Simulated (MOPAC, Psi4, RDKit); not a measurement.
Torsional profile of SMILES c1cc(sc1)C=O. Scanned: dihedral O1–C2–C3–S7; all other coordinates were relaxed at B3LYP-D3(BJ)/def2-SVP. Points at φ and −φ are mirror images. Heavy atoms are numbered in the order of the SMILES O=Cc1cccs1, hydrogens after them in the order of the atoms that carry them; the mirror image has the same energies with the sign of each dihedral reversed.

Computed with: MMFF94 // B3LYP-D3(BJ)/def2-SVP (RDKit); PM3, restricted, heats of formation // B3LYP-D3(BJ)/def2-SVP (MOPAC); PBE-D3(BJ)/def2-TZVP // B3LYP-D3(BJ)/def2-SVP (Psi4).

Energies in kJ/mol, each method relative to its own lowest point.

| φ / ° | MMFF94 | PM3 | PBE-D3(BJ)/def2-TZVP |
|---|---|---|---|
| -150 | 9.7 | 3.5 | 12.7 |
| -120 | 31.7 | 9.7 | 34.0 |
| -90 | 47.3 | 10.4 | 49.0 |
| -60 | 36.5 | 11.7 | 33.5 |
| -30 | 18.3 | 10.1 | 10.1 |
| 0 | 10.9 | 9.1 | 0.0 |
| 30 | 18.3 | 10.1 | 10.1 |
| 60 | 36.5 | 11.7 | 33.5 |
| 90 | 47.3 | 10.4 | 49.0 |
| 120 | 31.7 | 9.7 | 34.0 |
| 150 | 9.7 | 3.5 | 12.7 |
| 180 | 0.0 | 0.0 | 4.2 |
